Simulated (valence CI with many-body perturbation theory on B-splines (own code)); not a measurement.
Values are calculated unless marked as measured or tabulated.
# Sensitivity of CI+MBPT for Zr X

Method: configuration interaction combined with many-body perturbation theory (CI+MBPT): three valence electrons over a frozen Dirac-Fock core [Ar] 3d10, radial functions for each j: 6 s, 6 p, 5 d, 3 f, 1 g, with the one-electron correlation potential Σ1 (screened to all orders), the two-electron term Σ2, the three-electron term Σ3, Breit, model QED; selected single and double excitations, second order for the rest (own B-spline code, finite nucleus).

No measured levels were compared; by estimate levels hold to about 250 cm⁻¹ or 0.2 % of their energy and the worst to 1 %, as in measured heavy ions of charge 2 to 7; those with d or f electrons hold less well.

The reference run has the lowest level 4s²4p ²P°_1/2 and an ionisation energy of 172.569 eV. Its largest variational space holds 3250 state functions.

Names give the largest LS component (configuration and term), which can be under half, so a name can repeat, a term be missing and a line seem to break the LS rules; names also repeat where a configuration has a term twice. Letters in brackets count levels of one name in rising energy.

Changed runs:
A. highest l with Σ1, explicit Σ2 and valence Breit (higher l get mean screening factors) 3 → 1
B. natural orbitals for correlation on → off
C. lowest core n in screening and Σ2 1 → 3
D. start configuration 4s2 4p1 → 4s2 5p1 (bad on purpose)

Excitation energies of the reference run in cm⁻¹, and shifts in cm⁻¹:

```
                 Level  Reference       A       B       C
         4s²4p ²P°_3/2      19880    +8.4     -14    +3.5
          4s4p² ⁴P_1/2     166660    -184    -538     -22
          4s4p² ⁴P_3/2     175750    -182    -580     -21
          4s4p² ⁴P_5/2     185206    -142    -541     -18
          4s4p² ²D_3/2     220114    +527     +77    +3.1
          4s4p² ²D_5/2     223970    +493     +39    +2.3
          4s4p² ²S_1/2     253861    +275    +750     +45
          4s4p² ²P_1/2     274285    +382    +716     +56
          4s4p² ²P_3/2     279983    +606    +532     +77
          4s²4d ²D_3/2     356671   -5920    +586     +53
          4s²4d ²D_5/2     359484   -5983    +580     +54
       4p³ ⁴S°_3/2 [a]     419248    +495    -219     +35
Ionisation energy (eV)    172.569  -0.061  -0.043  +0.012
```

Run D: It gave no result: the start configuration must fill the lowest shells above the core. The program said: "5p is not the lowest shell of its kind above the core".
